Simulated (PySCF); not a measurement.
## chlorobenzene (SMILES Clc1ccccc1)

Cartesian coordinates in Å; atom numbers follow the order of the lines, from 1:
```xyz
12

Cl    3.521    0.300   -0.004
C     1.792    0.177   -0.002
C     1.020    1.338    0.013
C    -0.369    1.230    0.014
C    -0.980   -0.023    0.002
C    -0.196   -1.175   -0.012
C     1.194   -1.083   -0.014
H     1.511    2.312    0.022
H    -0.977    2.138    0.026
H    -2.070   -0.101    0.003
H    -0.668   -2.161   -0.022
H     1.820   -1.977   -0.026
```

Theory: PySCF 2.14.0, quadratic response CAM-B3LYP/def2-TZVPD first hyperpolarisability, Taylor convention, gas phase. Geometry: PBE0-D3(BJ)/def2-SVP.

**Question.** Give the tensor of the static β(0;0,0) in the axes of these coordinates.

**Answer.** In au, Taylor convention; rows are the first index (the induced dipole):
|  | xx | yy | zz | xy | xz | yz |
| --- | --- | --- | --- | --- | --- | --- |
| x | +108.2 | -4.2 | +10.7 | +8.4 | -0.1 | -0.2 |
| y | +8.4 | -1.0 | +0.8 | -4.2 | -0.2 | 0.0 |
| z | -0.1 | 0.0 | 0.0 | -0.2 | +10.7 | +0.8 |

Norm of βᵢ = ⅓ Σⱼ (βᵢⱼⱼ + βⱼᵢⱼ + βⱼⱼᵢ): 115.0 au, hyper-Rayleigh value 46.7 au.
